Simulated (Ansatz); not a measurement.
The cluster Ag₂F₂⁻. Total charge -1; doublet. Geometry PBE-D4/def2-TZVPD.

```xyz
4

Ag    0.159    1.316    0.262
Ag   -0.161   -1.316   -0.258
F    -0.404   -3.337   -0.667
F     0.406    3.337    0.664
```

In the def2 sets Ag takes a core potential; there is no spin–orbit coupling. The structure comes from a short search, and lower isomers may exist.

Question: Estimate the α-spin orbital energies around the gap (eV) in Ansatz with PBE-D4/def2-SVPD, PBE-D4/def2-TZVPD, r2SCAN-D4/def2-TZVPD, B97M-V/def2-TZVPD, BHLYP-D4/def2-TZVPD.

Answer: 
```json
{"orbital": "HOMO−9", "PBE-D4/def2-SVPD": "-3.50", "PBE-D4/def2-TZVPD": "-3.46", "r2SCAN-D4/def2-TZVPD": "-3.74", "B97M-V/def2-TZVPD": "-3.81", "BHLYP-D4/def2-TZVPD": "-7.13"}
{"orbital": "HOMO−8", "PBE-D4/def2-SVPD": "-3.35", "PBE-D4/def2-TZVPD": "-3.31", "r2SCAN-D4/def2-TZVPD": "-3.57", "B97M-V/def2-TZVPD": "-3.66", "BHLYP-D4/def2-TZVPD": "-6.97"}
{"orbital": "HOMO−7", "PBE-D4/def2-SVPD": "-3.35", "PBE-D4/def2-TZVPD": "-3.31", "r2SCAN-D4/def2-TZVPD": "-3.57", "B97M-V/def2-TZVPD": "-3.66", "BHLYP-D4/def2-TZVPD": "-6.97"}
{"orbital": "HOMO−6", "PBE-D4/def2-SVPD": "-2.55", "PBE-D4/def2-TZVPD": "-2.53", "r2SCAN-D4/def2-TZVPD": "-2.71", "B97M-V/def2-TZVPD": "-2.84", "BHLYP-D4/def2-TZVPD": "-5.83"}
{"orbital": "HOMO−5", "PBE-D4/def2-SVPD": "-2.46", "PBE-D4/def2-TZVPD": "-2.45", "r2SCAN-D4/def2-TZVPD": "-2.71", "B97M-V/def2-TZVPD": "-2.84", "BHLYP-D4/def2-TZVPD": "-5.83"}
{"orbital": "HOMO−4", "PBE-D4/def2-SVPD": "-2.46", "PBE-D4/def2-TZVPD": "-2.45", "r2SCAN-D4/def2-TZVPD": "-2.71", "B97M-V/def2-TZVPD": "-2.79", "BHLYP-D4/def2-TZVPD": "-5.54"}
{"orbital": "HOMO−3", "PBE-D4/def2-SVPD": "-2.11", "PBE-D4/def2-TZVPD": "-2.09", "r2SCAN-D4/def2-TZVPD": "-2.30", "B97M-V/def2-TZVPD": "-2.47", "BHLYP-D4/def2-TZVPD": "-5.47"}
{"orbital": "HOMO−2", "PBE-D4/def2-SVPD": "-2.11", "PBE-D4/def2-TZVPD": "-2.08", "r2SCAN-D4/def2-TZVPD": "-2.30", "B97M-V/def2-TZVPD": "-2.47", "BHLYP-D4/def2-TZVPD": "-5.47"}
{"orbital": "HOMO−1", "PBE-D4/def2-SVPD": "-2.11", "PBE-D4/def2-TZVPD": "-2.08", "r2SCAN-D4/def2-TZVPD": "-2.25", "B97M-V/def2-TZVPD": "-2.31", "BHLYP-D4/def2-TZVPD": "-5.03"}
{"orbital": "HOMO", "PBE-D4/def2-SVPD": "-1.54", "PBE-D4/def2-TZVPD": "-1.56", "r2SCAN-D4/def2-TZVPD": "-1.81", "B97M-V/def2-TZVPD": "-1.46", "BHLYP-D4/def2-TZVPD": "-2.99"}
{"orbital": "LUMO", "PBE-D4/def2-SVPD": "2.40", "PBE-D4/def2-TZVPD": "2.42", "r2SCAN-D4/def2-TZVPD": "2.64", "B97M-V/def2-TZVPD": "2.27", "BHLYP-D4/def2-TZVPD": "3.41"}
{"orbital": "LUMO+1", "PBE-D4/def2-SVPD": "2.40", "PBE-D4/def2-TZVPD": "2.42", "r2SCAN-D4/def2-TZVPD": "2.64", "B97M-V/def2-TZVPD": "2.27", "BHLYP-D4/def2-TZVPD": "3.41"}
{"orbital": "LUMO+2", "PBE-D4/def2-SVPD": "2.61", "PBE-D4/def2-TZVPD": "2.55", "r2SCAN-D4/def2-TZVPD": "2.91", "B97M-V/def2-TZVPD": "2.59", "BHLYP-D4/def2-TZVPD": "3.92"}
{"orbital": "LUMO+3", "PBE-D4/def2-SVPD": "4.01", "PBE-D4/def2-TZVPD": "3.78", "r2SCAN-D4/def2-TZVPD": "4.32", "B97M-V/def2-TZVPD": "3.86", "BHLYP-D4/def2-TZVPD": "4.73"}
{"orbital": "LUMO+4", "PBE-D4/def2-SVPD": "4.25", "PBE-D4/def2-TZVPD": "4.33", "r2SCAN-D4/def2-TZVPD": "4.76", "B97M-V/def2-TZVPD": "4.26", "BHLYP-D4/def2-TZVPD": "5.41"}
{"orbital": "LUMO+5", "PBE-D4/def2-SVPD": "4.25", "PBE-D4/def2-TZVPD": "4.33", "r2SCAN-D4/def2-TZVPD": "4.76", "B97M-V/def2-TZVPD": "4.26", "BHLYP-D4/def2-TZVPD": "5.41"}
{"orbital": "β HOMO", "PBE-D4/def2-SVPD": "-1.98", "PBE-D4/def2-TZVPD": "-1.96", "r2SCAN-D4/def2-TZVPD": "-2.10", "B97M-V/def2-TZVPD": "-2.17", "BHLYP-D4/def2-TZVPD": "-4.88"}
{"orbital": "β LUMO", "PBE-D4/def2-SVPD": "-0.84", "PBE-D4/def2-TZVPD": "-0.85", "r2SCAN-D4/def2-TZVPD": "-0.58", "B97M-V/def2-TZVPD": "-0.86", "BHLYP-D4/def2-TZVPD": "0.91"}
```
